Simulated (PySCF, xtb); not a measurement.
tetrafluoroborate (BF4), SMILES F[B-](F)(F)F, charge -1.

GFN2-xTB (xtb) at its own geometry gives an orbital gap of 21.75 eV.

Geometry: B3LYP-D3(BJ)/def2-SVPD.

**Question.** What does r2SCAN/def2-TZVPD in PySCF give? (An estimate is asked for; the answer gives what the named calculation found.)

**Answer.** gap 7.49 eV (levels -3.16 and 4.32 eV).
